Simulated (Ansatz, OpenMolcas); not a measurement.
**How methods differ on SiAsNH6 (SMILES N[AsH][SiH3])**

SiAsNH6: 9 atoms, total charge 0, spin state singlet. As SMILES, `N[AsH][SiH3]`. The shape is that of a PBE0-D4/def2-TZVP optimisation. This is one conformer, not always the lowest.

```tsv
atom	x (Å)	y (Å)	z (Å)
N	-1.1011	0.7190	-1.1456
As	0.7351	0.4381	-0.9889
Si	0.5573	-1.0647	0.8286
H	-1.3037	1.2914	-1.9543
H	-1.5253	1.1443	-0.3323
H	1.1441	1.5926	-0.0598
H	1.8895	-1.1940	1.4779
H	0.1239	-2.3933	0.3267
H	-0.4312	-0.5797	1.8306
```

Quantity: the energy change with the N1–H5 bond stretched from 1.011 to 2.224 Å, in eV. The values are calculated.

```csv
level,kind,program,value (eV),CPU time (all runs)
M06-L/def2-SVP (restricted),meta-GGA,OpenMolcas,4.81,87 s
r2SCAN/def2-SVP (restricted),meta-GGA,Ansatz,4.82,8.9 s
B3LYP/def2-SVP (restricted),global hybrid,Ansatz,4.86,6 s
PBE0/def2-SVP (restricted),global hybrid,OpenMolcas,5.12,64 s
CAM-B3LYP/def2-SVP (restricted),range-separated hybrid,Ansatz,5.25,7 s
wB97X/def2-SVP (restricted),range-separated hybrid,Ansatz,5.46,21 s
MP2/def2-SVP (restricted),perturbation theory,Ansatz,5.09,4.1 s
BCCD(T)/def2-SVP (restricted),coupled cluster or CI,Ansatz,4.28,28 s
```

All-electron rows without a relativistic Hamiltonian named are non-relativistic. The first shape isn't each level's own minimum. The values span 4.28 to 5.46 eV. In the correlated wave-function rows the outer d shell of As is correlated, in sets not made for it. CPU times are rough (shared hosts, several kinds of processor and program).
